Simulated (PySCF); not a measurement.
Species: C₆H₁₀F (doublet state).
Geometry (GFN2-xTB, Å), atoms numbered from 1 in this order:
```
atom  x, y, z in Å
C1     1.1565   -1.7302    0.1501
C2     1.0179   -0.2505    0.4754
C3    -0.0166    0.4584   -0.4303
C4     0.0158    1.9787   -0.2302
C5    -1.3540   -0.0475   -0.1730
C6    -2.2184   -0.3937    0.7186
F7    -1.9807   -0.3688    2.0860
H8     1.4821   -1.8705   -0.8789
H9     1.8883   -2.1928    0.8080
H10    0.2055   -2.2405    0.2823
H11    0.7154   -0.1271    1.5162
H12    1.9800    0.2480    0.3373
H13    0.2531    0.2399   -1.4732
H14   -0.7176    2.4627   -0.8706
H15    1.0017    2.3681   -0.4733
H16   -0.2123    2.2234    0.8044
H17   -3.2236   -0.7458    0.5345
```

The hyperfine couplings belong to this conformer and change with its torsions.

As a line formula: `CC[C@H](C)/[C]=C\F` [radical].

Method: PySCF, UKS B3LYP, pcH-1 on C F H, non-relativistic, mean-field spin-orbit, GIAO. Isolated species at its GFN2-xTB geometry (one conformer only). Couplings are sensitive to structure, and on GFN2-xTB geometries they can be far from those on DFT ones. The SCF solution wasn't tested for stability.

**Question.** The isotropic 13C couplings are +247.7, +63.2, +40.0, -8.5, +7.8, -1.1 MHz. Assign them to C1; C2; C3; C4; C5; C6.

**Answer.** 
| site | a_iso (MHz) | ρ(0) (bohr⁻³) | position | distance from C5 (Å) | spin population | largest \|T\| (MHz) |
| --- | --- | --- | --- | --- | --- | --- |
| C1 | -1.1 | -0.0010 | 3 bonds from C5 | 3.04 | 0.00 | 1.1 |
| C2 | +40.0 | +0.0356 | 2 bonds from C5 | 2.47 | +0.04 | 9.1 |
| C3 | -8.5 | -0.0076 | 1 bond from C5 | 1.45 | -0.05 | 8.2 |
| C4 | +7.8 | +0.0069 | 2 bonds from C5 | 2.45 | +0.01 | 2.7 |
| C5 | +247.7 | +0.2204 | largest spin population | 0.00 | +0.98 | 141.5 |
| C6 | +63.2 | +0.0562 | 1 bond from C5 | 1.29 | -0.09 | 17.0 |

**Question.** The isotropic 1H couplings, averaged over equivalent nuclei, are +89.5, +56.3, +16.6, -3.1, +1.7, -0.7 MHz. Assign them to H8/H9/H10; H11; H12; H13; H14/H15/H16; H17.

**Answer.** 
```
       site  a_iso (MHz)  ρ(0) (bohr⁻³)         position  distance from C5 (Å)  bound to  spin population there  largest |T| (MHz)
  H8/H9/H10         +1.7        +0.0004  4 bonds from C5                  3.39        C1                   0.00                3.7
        H11         -3.1        -0.0007  3 bonds from C5                  2.67        C2                  +0.04                6.6
        H12        +16.6        +0.0037  3 bonds from C5                  3.39        C2                  +0.04                4.4
        H13        +89.5        +0.0200  2 bonds from C5                  2.09        C3                  -0.05               12.4
H14/H15/H16         -0.7        -0.0001  3 bonds from C5                  2.93        C4                  +0.01                5.2
        H17        +56.3        +0.0126  2 bonds from C5                  2.12        C6                  -0.09                9.5
```

ρ(0) is the spin density at the nucleus and T the dipolar tensor; entries for several nuclei are means. The Mulliken spin populations are largest on C5 (+0.98) and C6 (-0.09). No atom but C5 exceeds +0.15.

Nuclei that the bonding pattern makes equivalent are averaged, as if the motion that swaps them (rotation, inversion, ring flip) were fast.
